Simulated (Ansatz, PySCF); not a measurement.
Process, species as SMILES: OB(O)[PH] -> OB(O)[PH-] (an electron is taken up)
Structures are relaxed separately at B3LYP-D3(BJ)/def2-TZVP in Ansatz (a quantum-chemistry and plane-wave program), one conformer each, not searched for the lowest.
Geometry of the first species:
```xyz
7

O     -0.5823     1.3612     0.8032
B     -0.4412     0.1605     0.1762
O     -1.5799    -0.5798     0.0575
P      1.2461    -0.5381    -0.5396
H      0.2330     1.8627     0.8740
H     -1.4653    -1.4239    -0.3866
H      2.0437     0.5786    -0.1595
```
Charge 0, spin multiplicity 2.

Wanted: adiabatic electron affinity (0 K, with B3LYP-D3(BJ) harmonic zero-point energies from PySCF), positive where the reaction releases energy, in eV. Cores are frozen in the correlated levels unless marked. UHF or UKS for open shells. No spin-orbit coupling. No relativistic terms. Anions need diffuse functions: aug- sets have them; def2-D sets add few; the other sets have none. CBS marks a two-point X^-3 extrapolation of the correlation energy; Hartree-Fock from the larger set.

CCSD(T)/CBS(aug-cc-pV(T+d)Z,aug-cc-pV(Q+d)Z) (Ansatz) gives 1.91 eV.

Question: Another calculation gave 1.67 eV. Which level was it?
(A) BLYP/def2-TZVPD (Ansatz)
(B) BHLYP/def2-TZVPD (Ansatz)
(C) B3LYP/def2-TZVPD (Ansatz)
(D) SVWN5/def2-TZVPD (Ansatz)

Answer: A, BLYP/def2-TZVPD (Ansatz). The others give 1.79 (B3LYP), 2.03 (SVWN5), 1.56 (BHLYP) eV.
